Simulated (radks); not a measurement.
All-electron atom: Sb I in [Kr] 4d10 5s2 5p3 (the NIST ground configuration). Method: non-relativistic Kohn-Sham, LB94 model potential, spin-polarised, spherical densities, point nucleus; open shells are filled with parallel spins first (spin-orbit coupling, left out, can overturn this in heavy ions); relativity is left out, which matters for an element this heavy; computed with a radial shooting solver on a logarithmic mesh with Libxc functionals.

Normalised radial functions P(r) = r R(r), r in bohr:

r	4p down
0.001312	0.0011
0.001527	0.0015
0.001764	0.0019
0.002037	0.0025
0.002352	0.0034
0.002738	0.0045
0.003163	0.0060
0.003652	0.0079
0.004218	0.0103
0.004871	0.0136
0.005671	0.0180
0.006549	0.0235
0.007564	0.0305
0.008735	0.0395
0.01017	0.0515
0.01174	0.0660
0.01356	0.0839
0.01566	0.1060
0.01809	0.1327
0.02106	0.1663
0.02432	0.2034
0.02809	0.2454
0.03244	0.2910
0.03776	0.3407
0.04361	0.3859
0.05037	0.4240
0.05817	0.4484
0.06718	0.4512
0.07821	0.4213
0.09032	0.3534
0.1043	0.2420
0.1205	0.0877
0.1402	-0.1119
0.162	-0.3156
0.187	-0.5034
0.216	-0.6390
0.2495	-0.6855
0.2904	-0.6066
0.3354	-0.4003
0.3874	-0.0829
0.4474	0.3004
0.5208	0.7029
0.6015	1.0098
0.6946	1.1923
0.8022	1.2294
0.9265	1.1332
1.079	0.9305
1.246	0.6966
1.439	0.4705
1.661	0.2849
1.934	0.1477
2.234	0.0695
2.58	0.0284
2.979	0.0099
3.44	0.0029
4.005	0.0006
4.626	0.0001
5.342	0.0000
6.169	0.0000
7.182	0.0000
8.295	0.0000
9.579	0.0000

4p down: eigenvalue -105.81 eV, 2 radial nodes at r = 0.129, 0.400 bohr, <r> = 0.868 bohr, 90 % of the charge inside 1.27 bohr.
